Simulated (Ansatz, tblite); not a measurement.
Isomers of Na₆Au⁺ (singlet), found by a short tight-binding search and relaxed with PBE-D4/def2-SVP in Ansatz.

In the def2 sets Au takes a core potential; there is no spin–orbit coupling. The xTB rows come from tblite.

Run but left out: HF/def2-SVP, HF/def2-TZVP, MP2/def2-SVP, MP2/def2-TZVP, CCSD/def2-SVP, CCSD(T)/def2-SVP (A: restricted singlet, unstable towards broken spin symmetry).

A: The restricted singlet is unstable towards broken spin symmetry in Hartree–Fock (as tested in another run); at PBE-D4/def2-SVP, PBE-D4/def2-TZVP, BLYP-D4/def2-TZVP, r2SCAN-D4/def2-TZVP and others this wasn't settled. B: The restricted singlet is unstable towards broken spin symmetry in Hartree–Fock (as tested in another run); at PBE-D4/def2-SVP, PBE-D4/def2-TZVP, BLYP-D4/def2-TZVP, r2SCAN-D4/def2-TZVP and others this wasn't settled. C: The restricted singlet is unstable towards broken spin symmetry in Hartree–Fock (as tested in another run); at PBE-D4/def2-SVP, PBE-D4/def2-TZVP, BLYP-D4/def2-TZVP, r2SCAN-D4/def2-TZVP and others this wasn't settled. D: The restricted singlet is unstable towards broken spin symmetry in Hartree–Fock (as tested in another run); at PBE-D4/def2-SVP, PBE-D4/def2-TZVP, BLYP-D4/def2-TZVP, r2SCAN-D4/def2-TZVP and others this wasn't settled.

Other spin states weren't relaxed.

A:

```xyz
7

Au    1.068    0.448   -0.664
Na   -1.585   -0.670   -1.088
Na   -0.616    1.719    1.458
Na    1.642    3.250   -0.787
Na    1.880   -1.883   -2.201
Na    0.468   -1.944    1.056
Na   -2.857   -0.920    2.227
```

B:

Cartesian coordinates in Å:
```
Au -0.710 0.732 1.111
Na -2.252 1.064 -1.358
Na -2.040 2.054 3.119
Na 1.706 -0.483 2.237
Na 3.689 -2.174 0.114
Na 0.733 -0.694 -1.117
Na -1.125 -0.499 -4.105
```

C:

| atom | x (Å) | y (Å) | z (Å) |
| --- | --- | --- | --- |
| Au1 | 0.946 | -1.720 | 0.724 |
| Na2 | 2.421 | -1.161 | -1.728 |
| Na3 | -0.959 | -1.101 | 2.838 |
| Na4 | 0.819 | 1.203 | 0.575 |
| Na5 | 0.683 | 1.729 | -2.978 |
| Na6 | -1.290 | -0.745 | -0.928 |
| Na7 | -2.619 | 1.795 | 1.497 |

D:

```
atom   x (Å)   y (Å)   z (Å)
 Au1  -1.928  -0.623  -0.370
 Na2  -1.244   0.637  -2.915
 Na3   2.148   1.740  -2.287
 Na4   1.823  -0.450   3.061
 Na5   0.952  -1.306  -0.516
 Na6  -0.208   1.551   0.652
 Na7  -1.545  -1.548   2.374
```

Question: Estimate their order by electronic energy at PBE0-D4/def2-TZVP, counted from the lowest.

Answer: A (0.0) < D (0.6) < C (1.1) < B (10.6), in kcal/mol.

Question: Do the other levels pick the same lowest one?

Answer: Not GFN1-xTB, GFN2-xTB, PBE0-D4/def2-SVP. Energies above each level's lowest (kcal/mol):

| level | A | B | C | D |
| --- | --- | --- | --- | --- |
| GFN1-xTB | 11.9 | 4.6 | 0.0 | 0.5 |
| GFN2-xTB | 10.0 | 0.0 | 6.0 | 5.2 |
| PBE-D4/def2-SVP | 0.0 | 9.9 | 1.0 | 0.3 |
| PBE-D4/def2-TZVP | 0.0 | 10.1 | 2.3 | 1.6 |
| BLYP-D4/def2-TZVP | 0.0 | 8.2 | 4.6 | 2.9 |
| r2SCAN-D4/def2-TZVP | 0.0 | 10.5 | 0.8 | 0.9 |
| PBE0-D4/def2-SVP | 0.8 | 11.0 | 0.6 | 0.0 |
| PBE0-D4/def2-TZVP | 0.0 | 10.6 | 1.1 | 0.6 |
| r2SCAN0-D4/def2-TZVP | 0.0 | 10.7 | 0.6 | 0.7 |
| ωB97M-V/def2-TZVP | 0.0 | 12.7 | 3.4 | 4.2 |
Point groups (tolerance 0.1 Å): A not assigned, B not assigned, C Cs, D not assigned. C and D have the same bonds, so they are conformers or stereoisomers. Lower isomers may exist.
